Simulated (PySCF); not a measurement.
Gas-phase reaction: MoO3 + Cl2 → MoO2Cl2 + O

Energies from PySCF (xtb for GFN2), thermal terms from the rigid-rotor harmonic-oscillator model, ideal gas at 1 bar. † marks an energy on the PBE0/def2-TZVP geometry and frequencies; other levels use their own. MP2 freezes the core. Open shells (unrestricted): O (multiplicity 3); the rest are closed-shell singlets. GFN2 has no spin-polarisation term. Spin-orbit splitting is ignored; it lowers the true energy and changes the entropy of O. B3LYP is the form with VWN-RPA correlation. Mo: scalar-relativistic def2 core potential, no spin-orbit coupling. MP2 isn't extrapolated to the basis-set limit. Strong static correlation: MoO3.

```csv
level,"ΔH°(298 K), kJ"
B3LYP/def2-TZVP†,-33
BLYP/def2-TZVP†,___
GFN2-xTB,244
HF/def2-TZVP†,___
M06-2X/def2-TZVP†,-51
MP2/def2-SVP†,___
PBE/def2-TZVP†,18
PBE0/def2-SVP†,___
PBE0/def2-TZVP,-48
LDA/def2-TZVP†,68
ωB97X-V/def2-TZVP†,-48
```

Problem. Complete the blanks.

Solution. 
- BLYP/def2-TZVP†, ΔH°(298 K), kJ: 13
- HF/def2-TZVP†, ΔH°(298 K), kJ: -301
- MP2/def2-SVP†, ΔH°(298 K), kJ: -79
- PBE0/def2-SVP†, ΔH°(298 K), kJ: -71
